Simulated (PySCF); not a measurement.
CBr₂, SMILES [C](Br)Br (connectivity only; charge and spin as stated), neutral, multiplicity 1.

The structure is a stationary point at B3LYP-D3(BJ)/def2-TZVP.

These are PySCF with TDA-PBE/def2-SVPD values and carry that method's errors.

Vertical excitations.  State labels are in the subgroup C2v.

Problem. List the lowest excited states. (An estimate is asked for; the answer gives what the named calculation found.)

Solution. 
| state | symmetry | energy (eV) | λ (nm) | f | main pairs |
|---|---|---|---|---|---|
| S1 | B1 | 2.20 | 562 | 0.001 | HOMO→LUMO 98 % |
| S2 | A2 | 2.91 | 426 | 0.000 | HOMO−1→LUMO 100 % |
| S3 | B2 | 4.36 | 285 | 0.063 | HOMO−2→LUMO 80 % |
| S4 | A1 | 4.40 | 282 | 0.015 | HOMO→LUMO+1 91 % |
| S5 | B1 | 5.01 | 247 | 0.002 | HOMO−3→LUMO 98 % |
| S6 | B2 | 5.67 | 219 | 0.004 | HOMO−1→LUMO+1 75 %, HOMO→LUMO+2 22 % |
| S7 | A2 | 6.10 | 203 | 0.000 | HOMO−2→LUMO+1 99 % |
| S8 | A1 | 6.20 | 200 | 0.009 | HOMO−4→LUMO 63 %, HOMO→LUMO+3 15 %, HOMO−3→LUMO+1 10 % |
| S9 | B2 | 6.36 | 195 | 0.393 | HOMO→LUMO+2 51 %, HOMO→LUMO+4 13 %, HOMO−1→LUMO+1 13 %, HOMO−2→LUMO 9 % |
| S10 | A1 | 6.49 | 191 | 0.047 | HOMO→LUMO+3 83 % |
| T1 | B1 | 0.94 | 1322 | 0 | HOMO→LUMO 99 % |
| T2 | A2 | 2.69 | 461 | 0 | HOMO−1→LUMO 100 % |
| T3 | B2 | 3.16 | 393 | 0 | HOMO−2→LUMO 100 % |
| T4 | A1 | 3.66 | 339 | 0 | HOMO→LUMO+1 99 % |
Triplets are in the Tamm–Dancoff approximation.
